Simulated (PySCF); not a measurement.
**Shifts of the heteroatoms**

Bonds (- single, = double, # triple, : aromatic): C1=C2, C2-C3, C3-C4, C4=C5, C5=O6, C4-Si7, Si7-C8. C1 carries H9, H10; C2 carries H11; C3 carries H12, H13; Si7 carries H14, H15; C8 carries H16, H17, H18. H10 is cis to C3; H9 is trans to C3.

- GIAO PBE0/pcSseg-1 shieldings
- coordinates at the GFN2-xTB level
- code: PySCF 2.14
- one averaged value for each set of equivalent atoms, no solvent model, single conformer, non-relativistic

(1) Predict the $^{29}$Si NMR data.

(2) Where does $^{17}$O resonate?

Answers

(1) 
```
atoms                 environment  σ (ppm)  δ (ppm)
  Si7  silicon bonded to 2 C, 2 H    377.9    -30.6
```

Shieldings were converted by a linear fit to measured shifts: $^{29}$Si (scatter 8.9 ppm rms, 25.8 ppm with the 6 outliers that the fit left out vs TMS, solution or neat liquid). Occasional misses reach two or three times the rms, and more in compound classes unlike the fitted ones.

On a 500 MHz spectrometer $^{29}$Si resonates near 99.3 MHz, so 1 ppm is 99.3 Hz.

(2) 
```
atoms      environment  σ (ppm)  δ (ppm)
   O6  carbonyl oxygen     15.2    252.8
```

Shieldings were converted by a linear fit to measured shifts: $^{17}$O (scatter 10.7 ppm rms, 12.2 ppm with the 3 outliers that the fit left out vs liquid water, solution or neat liquid). A few per cent of atoms miss by over 2 rms, more outside the fitted compound classes.

On a 500 MHz spectrometer $^{17}$O resonates near 67.8 MHz, so 1 ppm is 67.8 Hz.
